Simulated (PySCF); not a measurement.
# C5H6NO2: g tensor and hyperfine couplings

Species: C5H6NO2 (doublet state).
Structure used (GFN2-xTB), in Å, numbered top down from 1:
```
atom  x, y, z in Å
C1     3.4455   -0.2264    0.2706
C2     2.1226   -0.1055    0.2864
O3     1.3197   -1.1135   -0.1455
C4     0.0144   -1.0425   -0.0191
C5    -0.8748   -0.0974   -0.2546
N6    -2.2184   -0.2052    0.1077
C7    -3.1502    0.6837   -0.3092
O8    -2.9292    1.6445   -1.0024
H9     4.0741    0.5751    0.6075
H10    3.9174   -1.1215   -0.0920
H11    1.6105    0.7804    0.6465
H12   -0.6956    0.7815   -0.8794
H13   -2.4799   -0.9880    0.6884
H14   -4.1566    0.4343    0.0728
```

The hyperfine couplings belong to this conformer and change with its torsions.

The species is `C=CO/[C]=C/NC=O` [radical].

Computed with UKS B3LYP, pcH-1 on C H N O, non-relativistic, mean-field spin-orbit, GIAO in PySCF. One conformer (not necessarily the lowest) at the GFN2-xTB geometry, without solvent, vibrations or thermal averaging. The geometry wasn't refined by DFT: couplings that depend on bond lengths, twists or pyramidal angles can differ widely from those at the functional's own minimum. The frame is twisted about the C4–C5 bond at this geometry (dihedral O3–C4–C5–H12 = 17°); couplings at other torsion angles weren't computed. Stability of the SCF solution: not tested.

```json
{
 "g1, g2, g3": "2.00185, 2.00258, 2.00351",
 "g_iso": "2.00265",
 "Form of g": "rhombic: the two nearest values differ by 44 % of g3 − g1",
 "⟨S²⟩": "0.7575 (exact 0.7500)",
 "α and β electrons": "30, 29",
 "HOMO–LUMO gap, α and β orbitals": "5.45, 3.50 eV",
 "Total energy": "-399.23941 Eh"
}
```

Isotropic coupling and dipolar principal values T1 to T3, in mT (MHz turned into mT with g_iso):

```
atom  isotope  a_iso     T1     T2    T3  Mulliken spin population
  C1      13C   0.22  -0.25  -0.21  0.47                      0.09
  C2      13C   0.20  -0.34   0.01  0.33                     -0.03
  O3      17O  -3.37  -1.68   0.81  0.87                      0.09
  C4      13C  14.37  -2.43  -1.78  4.21                      0.84
  C5      13C   1.37  -0.67  -0.25  0.92                     -0.06
  N6      14N   0.26  -0.04  -0.03  0.07                      0.01
  C7      13C  -0.07  -0.04   0.00  0.04                      0.00
  O8      17O  -0.07  -0.20   0.05  0.15                      0.01
  H9       1H  -0.13  -0.13  -0.03  0.16                      0.00
 H10       1H  -0.15  -0.06  -0.04  0.11                      0.00
 H11       1H   0.12  -0.15  -0.09  0.24                      0.00
 H12       1H   3.51  -0.24  -0.03  0.28                      0.05
 H13       1H  -0.02  -0.19  -0.10  0.29                      0.01
 H14       1H   0.14  -0.03  -0.02  0.05                      0.00
```

The largest Mulliken spin populations are on C4 (+0.84), O3 (+0.09), C1 (+0.09) and C5 (-0.06). No atom but C4 exceeds +0.15.

Axes: g2 points within 6° of the C4–C5 bond.

Under fast tumbling the dipolar parts average out, and these isotropic splittings remain: 1 × 1H (H12, I = 1/2, 2 lines) with 3.51 mT, 1 × 14N (N6, I = 1, 3 lines) with 0.26 mT, 1 × 1H (H10, I = 1/2, 2 lines) with 0.15 mT, 1 × 1H (H14, I = 1/2, 2 lines) with 0.14 mT, 1 × 1H (H9, I = 1/2, 2 lines) with 0.13 mT and 1 × 1H (H11, I = 1/2, 2 lines) with 0.12 mT.

The 13C coupling of C4 (402.8 MHz) shows only in satellite lines or after enrichment, since that isotope makes up about 1.07 % of natural carbon.

The 17O coupling of O3 (-94.4 MHz) shows only in satellite lines or after enrichment, since that isotope makes up about 0.038 % of natural oxygen.
